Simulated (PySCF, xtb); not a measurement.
SbF2, SMILES [Sb]([F])[F], multiplicity 2.

Harmonic wavenumbers (cm⁻¹) from GFN2-xTB (xtb) at its own minimum, in rising order: 134, 395, 416.

**Question.** What does B3LYP-D3(BJ)/def2-TZVP in PySCF give at its own minimum? (Estimate from the structure and the level; the computed values follow.)

**Answer.** 199, 602, 621. Paired by order, the mean absolute difference is 159 cm⁻¹ and the zero-point energies are 1.4 and 2.0 kcal/mol.
